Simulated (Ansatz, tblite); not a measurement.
Isomers of Cu₄Se₂ (singlet), found by a short tight-binding search and relaxed with B3LYP-D4/def2-SVP in Ansatz.

The xTB rows come from tblite. Correlated methods freeze 54 core orbitals; core or outer-core shells of Se are correlated, in sets that lack core-valence functions.

A: At MP2/def2-TZVP the test of the restricted singlet for broken spin symmetry was undecided. B: At MP2/def2-TZVP the test of the restricted singlet for broken spin symmetry was undecided. This restricted singlet of an open-shell metal (gap down to 0.34 eV) wasn't tested against broken symmetry.

Other spin states weren't relaxed.

A:

```xyz
6

Cu   -0.207   -0.778    1.342
Cu   -0.585    1.447    0.112
Cu    1.124   -0.113   -0.551
Cu    1.209    1.126    1.666
Se   -0.584   -1.933   -0.681
Se   -0.956    0.251   -1.888
```

B:

```xyz
6

Cu    0.384   -1.109   -0.667
Cu   -1.669    0.386   -0.731
Cu    0.153    0.147    1.334
Cu    0.535    1.645   -0.680
Se   -1.640   -1.368    0.725
Se    2.237    0.298    0.018
```

C:

```xyz
6

Cu   -1.980   -0.325   -0.984
Cu   -0.306    1.147    0.211
Cu    1.927    0.306    1.020
Cu    0.307   -1.137   -0.265
Se    1.619    0.688   -1.220
Se   -1.568   -0.680    1.238
```

Estimate their order by electronic energy at r2SCAN0-D4/def2-TZVP, counted from the lowest.

C (0.0) < B (0.8) < A (24.0), in kcal/mol.

Do the other levels pick the same lowest one?

Not GFN1-xTB, GFN2-xTB, PBE-D4/def2-TZVP, r2SCAN-D4/def2-TZVP, r2SCANh-D4/def2-TZVP. Energies above each level's lowest (kcal/mol):

```json
{"level": "GFN1-xTB", "A": "5.8", "B": "0.0", "C": "3.5"}
{"level": "GFN2-xTB", "A": "0.0", "B": "5.9", "C": "14.1"}
{"level": "HF/def2-TZVP", "A": "35.9", "B": "10.7", "C": "0.0"}
{"level": "PBE-D4/def2-TZVP", "A": "18.2", "B": "0.0", "C": "3.4"}
{"level": "r2SCAN-D4/def2-TZVP", "A": "22.1", "B": "0.0", "C": "3.3"}
{"level": "r2SCANh-D4/def2-TZVP", "A": "22.6", "B": "0.0", "C": "1.6"}
{"level": "PBE0-D4/def2-TZVP", "A": "21.1", "B": "0.5", "C": "0.0"}
{"level": "r2SCAN0-D4/def2-TZVP", "A": "24.0", "B": "0.8", "C": "0.0"}
{"level": "MP2/def2-TZVP", "A": "25.7", "B": "0.5", "C": "0.0"}
```
Point groups (tolerance 0.1 Å): A Cs, B C2, C not assigned. Lower isomers may exist.
